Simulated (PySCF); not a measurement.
# Radial density of Se⁺ (selenium, charge +1)

B3LYP, [Ar] 3d10 4s1 4p3 4d1, high-spin 6D determinant (an excited configuration). Calculation: PySCF 2.14, in x2c-TZVPPall with one added diffuse shell each of s, p, d type (7s6p5d1f, 57 functions); scalar relativity by spin-free X2C-1e.

```json
{"r (bohr)": "0.000664", "4πr²ρ (e/bohr)": "0.2571", "4πr²(ρα − ρβ)": "0.0002"}
{"r (bohr)": "0.00112", "4πr²ρ (e/bohr)": "0.6337", "4πr²(ρα − ρβ)": "0.0005"}
{"r (bohr)": "0.00188", "4πr²ρ (e/bohr)": "1.556", "4πr²(ρα − ρβ)": "0.0013"}
{"r (bohr)": "0.00316", "4πr²ρ (e/bohr)": "3.715", "4πr²(ρα − ρβ)": "0.0031"}
{"r (bohr)": "0.00532", "4πr²ρ (e/bohr)": "8.375", "4πr²(ρα − ρβ)": "0.0069"}
{"r (bohr)": "0.00894", "4πr²ρ (e/bohr)": "17.22", "4πr²(ρα − ρβ)": "0.0140"}
{"r (bohr)": "0.0150", "4πr²ρ (e/bohr)": "30.33", "4πr²(ρα − ρβ)": "0.0241"}
{"r (bohr)": "0.0253", "4πr²ρ (e/bohr)": "41.18", "4πr²(ρα − ρβ)": "0.0331"}
{"r (bohr)": "0.0426", "4πr²ρ (e/bohr)": "39.06", "4πr²(ρα − ρβ)": "0.0471"}
{"r (bohr)": "0.0716", "4πr²ρ (e/bohr)": "34.62", "4πr²(ρα − ρβ)": "0.1186"}
{"r (bohr)": "0.120", "4πr²ρ (e/bohr)": "48.04", "4πr²(ρα − ρβ)": "0.1920"}
{"r (bohr)": "0.203", "4πr²ρ (e/bohr)": "38.10", "4πr²(ρα − ρβ)": "0.0021"}
{"r (bohr)": "0.341", "4πr²ρ (e/bohr)": "27.46", "4πr²(ρα − ρβ)": "0.3671"}
{"r (bohr)": "0.573", "4πr²ρ (e/bohr)": "29.88", "4πr²(ρα − ρβ)": "0.2283"}
{"r (bohr)": "0.964", "4πr²ρ (e/bohr)": "8.543", "4πr²(ρα − ρβ)": "0.6715"}
{"r (bohr)": "1.62", "4πr²ρ (e/bohr)": "3.188", "4πr²(ρα − ρβ)": "2.7528"}
{"r (bohr)": "2.73", "4πr²ρ (e/bohr)": "1.195", "4πr²(ρα − ρβ)": "1.1930"}
{"r (bohr)": "4.59", "4πr²ρ (e/bohr)": "0.1974", "4πr²(ρα − ρβ)": "0.1973"}
{"r (bohr)": "7.71", "4πr²ρ (e/bohr)": "0.007520", "4πr²(ρα − ρβ)": "0.0075"}
```

Densities and radii are taken from the X2C orbitals without a picture-change correction, which distorts them close to the nucleus.

The outer electron is Rydberg-like, and this basis confines it to a smaller radius and binds it less than a complete one would.
